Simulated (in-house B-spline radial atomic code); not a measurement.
Configurations of Ne+, with energies counted from [He] 2s2 2p5. All numbers are computed (scalar-relativistic (X2C) PW91, spin-polarised, spherical fractional occupations; Fermi nucleus of rms radius 3.0055 fm) with an all-electron radial atomic-structure program (B-spline basis), not measured. Shells without spins written out take the highest spin.

Occupations are held fixed; configurations that lie above the ionisation limit could autoionise.

```
                             configuration  E - E(ref) (eV)  highest orbital  its <r> (bohr)
                          [He] 2s2 2p4 3s1           27.419            3s up           3.026
                          [He] 2s2 2p4 3p1           31.002            3p up           3.585
[He] 2s2 2p(3 up, 1 down) 3d(1 up, 0 down)           34.983            3d up           4.865
                          [He] 2s1 2p5 3d1           58.247            3d up           4.852
```

Task: Order these further configurations by energy, lowest first.
A. [He] 2s2 2p(1 up, 3 down) 3s(1 up, 0 down)
B. [He] 2s(0 up, 1 down) 2p(2 up, 3 down) 3p(0 up, 1 down)
C. [He] 2s1 2p5 3s1
D. [He] 2s2 2p(2 up, 2 down) 3p(1 up, 0 down)
E. [He] 2s1 2p6

Result: E (23.279 eV), A (27.804 eV), D (33.522 eV), C (50.673 eV), B (54.282 eV).
